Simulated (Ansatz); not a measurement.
Relaxation of Al2H6O2 (10 atoms, charge 0, multiplicity 1), to a largest force component of 0.03 eV/Å in at most 50 steps.

These are results of RKS B3LYP-D4/def2-SVP (Ansatz), not measurements.

```xyz
10
Properties=species:S:1:pos:R:3
Al -0.069 -0.196 -0.121
O -0.528 -0.901 1.424
H -1.417 -1.237 1.583
H 1.483 -0.022 -0.329
H -1.183 0.037 -1.217
O -0.134 1.983 1.891
Al 1.065 3.050 2.505
H 1.811 2.691 3.852
H 1.306 4.352 1.653
H -0.357 1.116 2.303
```

Question: Where does it end, and by what steps?

Answer: It converged. After 12 steps the energy has fallen by 0.673 eV; H5 moved furthest, 0.84 Å. Joined: Al1–O6 (2.97 → 1.98 Å).

```
step  energy less start (eV)  largest force component (eV/Å)  accepted
   0                  0.0000                           0.971       yes
   1                 -0.1715                           0.541       yes
   2                 -0.3956                           0.331       yes
   3                 -0.5360                           0.716       yes
   4                 -0.6025                           0.394       yes
   5                 -0.6246                           0.171       yes
   6                 -0.6522                           0.138       yes
   7                 -0.6649                           0.197       yes
   8                 -0.6621                           0.256        no
   9                 -0.6725                           0.067       yes
  10                 -0.6726                           0.061       yes
  11                 -0.6703                           0.174        no
  12                 -0.6734                           0.025       yes
```

```xyz
10
Properties=species:S:1:pos:R:3
Al -0.070 0.300 0.270
O -0.567 -0.873 1.487
H -1.212 -1.574 1.366
H 1.474 0.294 -0.143
H -1.171 0.753 -0.788
O -0.039 1.558 1.793
Al 1.059 2.842 2.267
H 1.398 2.920 3.801
H 1.500 3.786 1.096
H -0.396 0.868 2.395
```

Whether the end is a true minimum wasn't checked by a vibrational analysis.

The run took 28 s on 2 threads of Arm Neoverse V1, with other jobs on the host, peak memory 0.19 GiB.
